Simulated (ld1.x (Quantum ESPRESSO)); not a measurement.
What one change does to a pseudopotential (Ta (Z = 73), ultrasoft)

```json
{"Element": "Ta (Z = 73)", "Generator": "ld1.x (Quantum ESPRESSO) 7.5", "Type": "ultrasoft", "Functional": "Wu–Cohen", "Relativity": "scalar-relativistic", "Frozen core": "[Xe] 4f14", "Valence charge": "5", "Reference configuration": "5d3 6s1 6p1", "Partial waves": "6s (bound): rcut 1.95, rcutus 2.65 bohr; 6s channel at 2.1 Ry: rcut 1.95, rcutus 2.65 bohr; 6p (bound): rcut 3.00, rcutus 3.90 bohr; 6p channel at 0.4 Ry: rcut 3.00, rcutus 3.90 bohr; 5d (bound): rcut 1.65, rcutus 1.95 bohr; 5d channel at 1.05 Ry: rcut 1.65, rcutus 1.95 bohr", "Local potential": "all-electron potential smoothed inside 2.50 bohr (lloc = -2)", "Core correction": "Bessel-smoothed model core inside 1.05 bohr", "Augmentation charge": "PSQ, radius 1.80 bohr"}
```

Change: waves 5d (bound): rcut 1.18, rcutus 1.26 bohr; 5d channel at 1.05 Ry: rcut 1.18, rcutus 1.26 bohr.

Cutoffs: the cutoffs (Ry, on a coarse ladder) from which the occupation-weighted sum of valence levels, in a spherical-Bessel basis at the reference potential, stays within 10 and 1 mRy of its value at 400 Ry; they do not see the model core or the augmentation charge, which bear on the density cutoff. Errors are all-electron minus pseudo energies relative to the spin-unpolarised reference configuration.

Predict the effect on cutoff, ghosts and configuration errors.

The potential gets harder (25 Ry and 30 Ry → 30 Ry and 60 Ry); the number of tests with a reliable result goes from 7 to 2 (the test run of the changed file stopped, so its transferability is not established); neither file shows a bound ghost. A smaller radius makes the pseudo-wave follow the all-electron one further in, where it bends more sharply, so more plane waves are needed.

| quantity | base | changed |
| --- | --- | --- |
| cutoff, loose | 25 Ry | 30 Ry |
| cutoff, tight | 30 Ry | 60 Ry |
| loose cutoff by channel (10 mRy a level) | s 6 Ry, p 6 Ry, d 21 Ry | s 6 Ry, p 6 Ry, d 25 Ry |
| bound ghosts | none | none |
| tests with a reliable result | 7 of 7 | 2 of 7 (the test run stopped) |
| error for 5d3 6s2 6p0, meV [ΔE -4.26 eV] | -2.9 | -4.0 |
| error for 5d3 6s1 6p0, meV [ΔE 4.26 eV] | -2.8 | -3.1 |
| s: phases at 4.22 bohr within 0.05 rad from the reference energy up to (Ry; the scan ends near 5) | 4.4 | 4.4 |
| p: phases at 4.22 bohr within 0.05 rad from the reference energy up to (Ry; the scan ends near 5) | 1.6 | 1.6 |
| d: phases at 4.22 bohr within 0.05 rad from the reference energy up to (Ry; the scan ends near 5) | to the end of the scan | to the end of the scan |
| lowest overlap eigenvalue by channel | s 0.65, p 0.54, d 0.96 | s 0.65, p 0.54, d 0.92 |
